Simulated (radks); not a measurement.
Question: Species: As-. Configuration: [Ar] 3d10 4s2 4p4. Calculated with a radial shooting solver on a logarithmic mesh with Libxc functionals: non-relativistic Kohn-Sham, PBE, spin-polarised, spherical densities, point nucleus; open shells are filled with parallel spins first; hard spherical wall at 1.5 bohr. Some entries of the table are withheld. Estimate them.

orbital,occ.,eigenvalue (eV),<1/r> (bohr^-1),<r> (bohr)
1s up,1,-11373.41,32.49,0.04640
1s down,1,-11372.32,32.50,0.04639
2s up,1,-1299.149,7.136,0.2075
2s down,1,-1298.450,7.136,0.2074
2p up,3,-1143.686,7.109,0.1796
2p down,3,-1142.577,7.108,0.1797
3s up,1,-66.4894,2.247,0.6230
3s down,1,-65.3374,2.245,0.6228
3p up,3,-14.6042,2.134,0.6324
3p down,3,-13.3205,2.133,0.6321
3d up,5,78.6883,1.909,0.6413
3d down,5,80.0702,1.911,0.6401
4s up,1,188.2490,1.668,0.9116
4s down,1,191.4402,1.668,0.9112
4p up,3,(1),1.690,0.8918
4p down,1,(2),1.691,0.8915
4d up,0,255.7419,(3),0.8370
4d down,0,258.6762,(4),0.8369
5s up,0,569.7197,1.975,0.8619
5s down,0,571.5206,1.975,0.8624
5p up,0,582.9222,1.955,(5)
5p down,0,584.6961,1.956,(6)

Answer: 
(1) 4p up eigenvalue (eV): 214.5556
(2) 4p down eigenvalue (eV): 217.7579
(3) 4d up <1/r> (bohr^-1): 1.691
(4) 4d down <1/r> (bohr^-1): 1.691
(5) 5p up <r> (bohr): 0.8437
(6) 5p down <r> (bohr): 0.8440
